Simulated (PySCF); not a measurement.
# Ne²⁺: ionisation energy

Ne²⁺ [He] 2s2 2p4 (3P) → Ne³⁺ [He] 2s2 2p3 (4S), as a difference of total energies. Computed with PySCF 2.14 in def2-TZVP, with no relativity, point nucleus. Correlated levels: valence: 1s2 frozen. The calculations carry no spin-orbit coupling.

```tsv
method	ionisation energy (eV)	error (eV)
UHF	61.860	-1.563
PBE0	63.746	+0.323
BP86	64.063	+0.640
MP2 (valence)	63.013	-0.410
SCS-MP2 (valence)	63.103	-0.320
CCSD (valence)	63.051	-0.372
CCSD(T) (valence)	63.065	-0.358
```

Reference: 63.423 eV (measured; NIST Atomic Spectra Database, ionization energies).

Errors of the correlated levels include the incompleteness of this basis and the frozen core.
